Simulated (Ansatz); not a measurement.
**Redistribution: C2H8GeO + C2H3F3O → CH6GeO + C3H5F3O**

Gas-phase species: C2H8GeO `CC[O][GeH3]`, singlet; C2H3F3O `FCOC(F)F`, singlet; CH6GeO `C[O][GeH3]`, singlet; C3H5F3O `CC(F)OC(F)F`, singlet. The partners trade CH3 for H; both sit on C, so the bond types are kept.

Shapes, held fixed at every level: PBE0-D4/def2-TZVP. Flexible molecules stand in one conformer, not always the lowest. Programs: Ansatz 0.2.0. Electronic energies: no zero-point or thermal term.

Q: Estimate ΔE of this reaction.

A: The highest level, CCSD(T)/def2-TZVPP, gives ΔE = -12.7 kJ/mol; the levels span -15.7 to -11.6. The column of differences is taken from that level and isn't an error. No measured value is set beside it here. Relativity is left out for Ge. Outer-core shells of Ge are correlated, in sets that cover them unevenly.

| level | kind | ΔE (kJ/mol) | less CCSD(T)/def2-TZVPP |
| --- | --- | --- | --- |
| HF/def2-TZVPP | Hartree–Fock | -11.6 | +1.1 |
| PBE-D4/def2-TZVPP | GGA | -13.0 | -0.3 |
| PBE0-D4/def2-TZVPP | global hybrid | -13.0 | -0.3 |
| wB97M-V/def2-TZVPP | range-separated hybrid | -15.7 | -3.0 |
| wB97X-V/def2-TZVPP | range-separated hybrid | -15.3 | -2.6 |
| B2PLYP/def2-TZVPP | double hybrid | -12.6 | +0.1 |
| CCSD/def2-TZVPP | coupled cluster or CI | -12.3 | +0.4 |
| CCSD(T)/def2-TZVPP | coupled cluster or CI | -12.7 | 0.0 |
